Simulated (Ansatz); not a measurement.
C2H9NOSi can be A, `COC(N)[SiH3]`, or B, `CO[SiH2]CN`.

Computed with Ansatz on PBE0-D4/def2-TZVP structures; ΔE is electronic, products minus reactants. CCSD(T)/CBS is the MP2 limit (def2-TZVPP, def2-QZVPP) plus CCSD(T) − MP2 in def2-TZVPP, frozen cores. Functionals use def2-TZVPP. B3LYP here is the variant with VWN-RPA as its local correlation; programs differ in this. One conformer a species, not always the lowest.

A:

Z-matrix (Å, degrees):
```
C
O 1 1.409
H 1 1.099 2 110.8
H 1 1.090 2 107.1 3 118.8
H 1 1.094 2 111.3 3 -121.3
C 2 1.408 1 113.6 3 62.7
Si 6 1.903 2 105.8 1 -171.0
N 6 1.447 2 111.7 1 64.5
H 6 1.103 2 109.4 1 -53.3
H 7 1.488 6 108.0 2 -69.2
H 7 1.489 6 108.1 2 173.6
H 7 1.486 6 112.9 2 52.6
H 8 1.011 6 113.4 2 86.9
H 8 1.009 6 112.9 2 -147.6
```

B:

Z-matrix (Å, degrees):
```
C
O 1 1.411
H 1 1.094 2 111.4
H 1 1.091 2 108.1 3 120.1
H 1 1.097 2 111.1 3 -121.0
Si 2 1.640 1 123.7 3 61.4
C 6 1.877 2 113.1 1 -67.5
H 6 1.496 2 109.9 1 52.6
H 6 1.484 2 106.1 1 171.8
N 7 1.461 6 110.4 2 68.5
H 7 1.096 6 106.9 2 -49.7
H 7 1.103 6 109.2 2 -164.2
H 10 1.012 7 111.4 6 -179.2
H 10 1.012 7 110.7 6 62.0
```

**Question.** Which isomer does CCSD(T)/CBS put lower? Give the gap. (Best estimate.)

**Answer.** The calculation gave: B, by 152.4 kJ/mol.

**Question.** Give E(B) − E(A) in kJ/mol with CCSD(T)/def2-TZVPP, B3LYP-D4, CCSD/def2-TZVPP, MP2/def2-TZVPP, PBE0-D4, r2SCAN-D4, HF/def2-TZVPP. (An estimate is asked.)

**Answer.** Computed: CCSD(T)/def2-TZVPP -149.0, B3LYP-D4 -148.0, CCSD/def2-TZVPP -152.5, MP2/def2-TZVPP -155.7, PBE0-D4 -143.1, r2SCAN-D4 -146.1, HF/def2-TZVPP -161.8. None reverses the order clearly.

Largest T1 diagnostic: 0.012.

From PBE to PBE0 (25 % exact exchange), in def2-TZVPP and without D4, E(B) − E(A) moves by −8.0 kJ/mol. In def2-TZVPP, CCSD(T) changes the Hartree–Fock value by +12.8 kJ/mol (the triples alone add +3.4 kJ/mol) and MP2 by +6.1 kJ/mol.
